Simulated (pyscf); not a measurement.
Single points on ωB97X-D3(BJ)/def2-SVP structures (PySCF, gas phase).

Q: For the elementary gas-phase step H₃Si–Se–SiH₃ (SMILES [SiH3][Se][SiH3]) + Cl–Ge:–Cl (SMILES [Cl][Ge][Cl]) [singlet] → H₃Si–Cl (SMILES [SiH3]Cl) + H₃Si–Se–Ge:–Cl (SMILES [SiH3][Se][Ge][Cl]) [singlet] (singlet surface; Se–Si, Cl–Ge broken, Cl–Si, Ge–Se formed), what barrier and reaction energy does ωB97M-D3(BJ)/def2-TZVP give, measured from the separated reactants?

A: ΔE‡ = 8.9 kcal/mol, ΔE = -4.2 kcal/mol. Zero-point energy shifts the barrier by +1.3 kcal/mol. It is a four-centre exchange, with an imaginary mode of 269i cm⁻¹. On the reactant side the descent ends in an adduct with a Ge–Se contact, 18.2 kcal/mol under the separated species and 19.9 kcal/mol under the saddle at ωB97X-D3(BJ)/def2-TZVP. On the product side the descent ends in a complex, 7.7 kcal/mol under the separated species and 14.6 kcal/mol under the saddle at ωB97X-D3(BJ)/def2-TZVP. What is counted as formed (Ge–Se) is already present as a longer contact in the reactant adduct; forming that adduct is a step of its own. At ωB97X-D3(BJ) the barrier from the zero used here is 1.7 kcal/mol. One saddle was located; it need not be the lowest between these sides. Elements up to Kr have no core potential and no relativistic terms here.
